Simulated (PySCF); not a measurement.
Compound: C₅H₁₀SSi.
Atom-mapped SMILES: `[CH3:1]/[CH:2]=[CH:3]\[CH:4]=[CH:5]/[S:6][SiH3:7]` (hydrogens: H8, H9, H10 on C1; H11 on C2; H12 on C3; H13 on C4; H14 on C5; H15, H16, H17 on Si7)

Torsions of this conformer, `[CH3:1]/[CH:2]=[CH:3]\[CH:4]=[CH:5]/[S:6][SiH3:7]`: C2–C3–C4–C5 180°, C4–C5–S6–Si7 180°.

The closed-shell ground state was solved at several levels (PySCF, density fitting, gas phase, non-relativistic). Geometry: PBE0-D3(BJ)/def2-SVP, one conformer, isolated molecule.

```tsv
level	basis functions	total energy (Eh)	HOMO (eV)	LUMO (eV)	gap (eV)	dipole (D)
wB97X-D/pcSseg-1	183	-884.0834	-7.72	0.79	8.51	1.28
CAM-B3LYP/def2-SVPD	231	-883.7597	-7.18	0.10	7.28	1.17
```

Question: Estimate the row for PBE0/pcSseg-1, a basis of 183 functions; the other rows only guide the guess.

Answer: Total energy -883.6539 Eh, HOMO -6.01 eV, LUMO -0.90 eV, gap 5.11 eV, dipole 1.22 D.

Question: Over all these levels, which gives the widest orbital gap and which the narrowest?

Answer: wB97X-D/pcSseg-1 (range-separated hybrid) has the widest, 8.51 eV, and PBE0/pcSseg-1 (global hybrid, 25 % exact exchange) the narrowest, 5.11 eV. The two share the basis. From the narrowest to the widest the HOMO moves by -1.71 eV and the LUMO by +1.69 eV.

Question: How far do the dipole and the HOMO energy spread over the levels?

Answer: The dipole runs from 1.17 to 1.28 D (mean 1.23 D) and the HOMO from -7.72 to -6.01 eV.

The pairwise dispersion term of wB97X-D wasn't added to the energies; at a given geometry it leaves orbitals and properties as they are.
